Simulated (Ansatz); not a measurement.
Input for Ansatz (a program for electronic structure): R-r2SCAN/def2-TZVPP on LiNa (SMILES [Li][Na]).

Ansatz 0.2 input:
```yaml
crystal:
  periodic: [false, false, false]
  atoms:
    - {symbol: Li, position_ang: [0.00000000, -0.00000000, -1.44791465]}
    - {symbol: Na, position_ang: [-0.00000000, 0.00000000, 1.44791465]}
basis:
  gaussian:
    orbitals: def2-TZVPP
hamiltonian:
  xc: {name: r2SCAN}
scf: {lower_state_search: off}
```

It printed:

```
WARN ansatz: RAYON_NUM_THREADS=1 ignored (pool sized by the plan → 1); use --threads N
Functional definition: r2SCAN
these checks for a lower state are left out or cut short: stability, starts, cluster_reference, orbital_swaps, neighbouring_geometries, increment
integrals: 0.01 GiB planned
422 factors; their error is unknown
mean field: 0.11 GiB planned
mean field evaluation 1: about -4618.9705 eV, gradient 5.4e0 eV
mean field evaluation 2: about -4619.0533 eV, gradient 3.6e0 eV
mean field evaluation 4: about -4619.1035 eV, gradient 1.8e-1 eV
mean field evaluation 8: about -4619.0985 eV, gradient 1.6e-3 eV
mean field -4619.09851774 eV, -169.7487395896 hartree, gradient 4.4e-6 eV, S^2 0.000000; 0 other end points of the search recorded, 0 dependent functions left out
reference -4619.09853138 eV, -169.7487400907 hartree; 7, 7 occupied and 44, 44 virtual orbitals, 422 factors
Total energy: -4619.09853138 eV, -169.7487400907 hartree
Checks for a lower state left out: stability, starts, cluster_reference, orbital_swaps, neighbouring_geometries, increment
```

The run converged.

Cost: about 1.0 core-seconds (a rough figure).
